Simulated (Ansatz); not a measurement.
Born–Oppenheimer molecular dynamics of BClFH4N (8 atoms, charge 0, multiplicity 1). It starts at the highest image of a converged band. Of that band: The profile has 2 maxima (images 4, 6) with wells between them (image 5): this band takes more than one step, which may be the mechanism or a detour left from its start path. Neighbouring images differ by up to 2.1 eV, so the band resolves the path poorly. A vibrational analysis at the climbing image gives one clearly imaginary mode, 1060i cm⁻¹: a first-order saddle point.

All numbers below come from Ansatz 0.2.0, RKS BLYP/def2-SVP.

```yaml
ensemble: NVE (velocity Verlet)
time_step: 0.5 fs
steps_asked: 200
starting_velocities_drawn_for: 300 K
seed: 8690
```

First frame:

```xyz
8
Properties=species:S:1:pos:R:3
B -0.037 0.370 -0.079
F -0.004 -0.178 1.545
Cl 1.572 0.111 -0.836
N -1.226 0.035 -0.773
H -2.154 0.143 -0.363
H -1.202 -0.573 -1.591
H -0.101 1.623 0.484
H -0.063 0.996 1.283
```

**Question.** How far do the bonds stretch over the last three quarters of this one trajectory? (Pairs bonded in most of those frames.)

**Answer.** 
```json
{"bond": "B1–Cl3", "mean (Å)": "1.805", "spread (Å)": "0.019", "shortest": "1.77", "longest": "1.85"}
{"bond": "B1–N4", "mean (Å)": "1.405", "spread (Å)": "0.024", "shortest": "1.37", "longest": "1.44"}
{"bond": "B1–H7", "mean (Å)": "1.218", "spread (Å)": "0.024", "shortest": "1.18", "longest": "1.26"}
{"bond": "F2–H8", "mean (Å)": "0.941", "spread (Å)": "0.027", "shortest": "0.90", "longest": "0.99"}
{"bond": "N4–H5", "mean (Å)": "1.024", "spread (Å)": "0.021", "shortest": "0.99", "longest": "1.06"}
{"bond": "N4–H6", "mean (Å)": "1.027", "spread (Å)": "0.027", "shortest": "0.98", "longest": "1.07"}
```

Mean temperature of the second half: 1248 K. The conserved energy stayed within 0.28 meV per atom of its start (net change 0.071 meV per atom), so the integration is sound. The kinetic energy rose, since the run started high on the potential surface and went downhill. It ends in pieces (BClH3N + FH), so much of that is their flight and rotation, not heat. A run of 0.1 ps of so small a system gives no equilibrium averages. The orbitals stay closed-shell, which can raise the energy where a bond breaks towards radicals; this wasn't checked here.

The run took 7.1 min on 1 thread of Arm Neoverse V1 (shared host), peak memory 0.13 GiB.
